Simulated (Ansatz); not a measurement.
The cluster Al2As2, relaxed as a triplet with UKS B3LYP-D4/def2-SVP in Ansatz, starting from the B3LYP-D4/def2-SVP geometry of the neutral singlet. Force threshold 0.02 eV/Å.

The structure comes from a short search, and lower isomers may exist.

Start:

```xyz
4

Al   -0.3057    1.1508   -0.4828
Al    0.3057   -1.1508    0.4828
As   -1.5618   -0.8323   -0.9947
As    1.5618    0.8323    0.9947
```

```json
{"step": "1", "energy (eV)": "-134861.0925", "largest force component (eV/Å)": "0.320", "SCF passes": "14"}
{"step": "2", "energy (eV)": "-134861.1008", "largest force component (eV/Å)": "0.143", "SCF passes": "19"}
{"step": "3", "energy (eV)": "-134861.1029", "largest force component (eV/Å)": "0.032", "SCF passes": "20"}
{"step": "4", "energy (eV)": "-134861.1030", "largest force component (eV/Å)": "0.005", "SCF passes": "16"}
```

Force components are those of the run's own axes.

End:

```
atom   x (Å)   y (Å)   z (Å)
 Al1  -0.312   1.176  -0.493
 Al2   0.312  -1.176   0.493
 As3  -1.551  -0.827  -0.988
 As4   1.551   0.827   0.988
```

By distances, no bond broke or formed. The bond that changes most is Al1–As4, from 2.40 to 2.41 Å (atoms count from 1).

No frequencies were taken in this run, so the end may be a saddle point.

Run time 7.5 s (4 threads of Intel Xeon Platinum 8259CL on a shared host).
